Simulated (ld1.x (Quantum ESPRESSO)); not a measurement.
**Before and after: TM potential for N (Z = 7)**

```
Element                 : N
Generator               : ld1.x (Quantum ESPRESSO) 7.5
Type                    : norm-conserving Troullier–Martins (Kleinman–Bylander form)
Functional              : PBE
Relativity              : non-relativistic
Frozen core             : [He]
Valence charge          : 5
Reference configuration : 2s2 2p1 (charge +2)
Partial waves           : 2s (bound): rc 0.60 bohr; 2p (bound): rc 1.05 bohr
Local potential         : the p channel
Core correction         : Bessel-smoothed model core inside 0.55 bohr
```

Change: functional LDA (PZ).

Cutoffs: the cutoffs (Ry, on a coarse ladder) from which the occupation-weighted sum of valence levels, in a spherical-Bessel basis at the reference potential, stays within 10 and 1 mRy of its value at 400 Ry; they do not see the model core or the augmentation charge, which bear on the density cutoff. Errors are all-electron minus pseudo energies relative to the spin-unpolarised reference configuration.

Task: What does the change do?

Result: The number of tests with a reliable result goes from 7 to 9; of the 7 tests that both files solve, the error grows in 0 and shrinks in 7 by more than 15 % and 0.3 meV (median size 47.3 → 25.4 meV); neither file shows a bound ghost.

```tsv
quantity	base	changed
cutoff, loose	230 Ry	230 Ry
cutoff, tight	over 300 Ry	over 300 Ry
bound ghosts	none	none
error for 2s2 2p3, meV [ΔE -42.46 → -42.71 eV]	+45	+25
error for 2s2 2p2, meV [ΔE -28.86 → -28.97 eV]	+23	+13
error for 2s2 2p0, meV [ΔE 47.08 → 47.17 eV]	+74	+48
error for 2s1 2p3, meV [ΔE -17.11 → -17.56 eV]	+79	+39
error for 2s1 2p4, meV [ΔE -30.98 → -31.54 eV]	+98	+46
error for 2s2 2p2.5, meV [ΔE -37.36 → -37.54 eV]	+36	+21
error for 2s2 2p3.3, meV [ΔE -44.08 → -44.38 eV]	+47	+25
s: phases at 1.15 bohr within 0.05 rad from the reference energy up to (Ry; the scan ends near 5)	to the end of the scan	to the end of the scan
p: phases at 1.15 bohr within 0.05 rad from the reference energy up to (Ry; the scan ends near 5)	to the end of the scan	to the end of the scan
```
